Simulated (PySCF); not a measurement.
Radial density of Ca (calcium, neutral)

PW91, [Ar] 4p2, high-spin 3P determinant (an excited configuration). All numbers are calculated (PySCF 2.14, scalar relativity by spin-free X2C-1e, in x2c-QZVPPall with one added diffuse shell each of s, p, d, f type (12s8p5d4f, 89 functions)).

```
r (bohr)  4πr²ρ (e/bohr)  4πr²(ρα − ρβ)
 0.00130          0.1350         0.0000
 0.00218          0.3526         0.0000
 0.00367          0.9013         0.0000
 0.00617           2.219         0.0000
  0.0104           5.129         0.0000
  0.0175           10.64         0.0000
  0.0294           18.36         0.0003
  0.0494           23.49         0.0019
  0.0831           20.12         0.0079
   0.140           17.58         0.0206
   0.235           24.41         0.0222
   0.395           16.03        -0.0002
   0.665           5.970         0.0472
    1.12           7.530         0.0572
    1.88           2.111         0.0210
    3.16          0.4580         0.3861
    5.32          0.3946         0.3944
    8.95         0.04253         0.0425
    15.1       0.0003699         0.0004
```

Densities and radii are taken from the X2C orbitals without a picture-change correction, which distorts them close to the nucleus.
